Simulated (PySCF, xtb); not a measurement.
hydrogen fluoride (HF), SMILES F.

GFN2-xTB (xtb 6.7.1) at its own geometry gives an orbital gap of 16.53 eV and a dipole moment of 2.53 D.

The structure is a stationary point at PBE0-D3(BJ)/def2-TZVPD.

Q: What does PBE0/def2-TZVPD (PySCF) give? (Estimate from the structure and the level; the computed values follow.)

A: gap 12.13 eV (levels -11.83 and 0.30 eV), dipole 1.81 D.
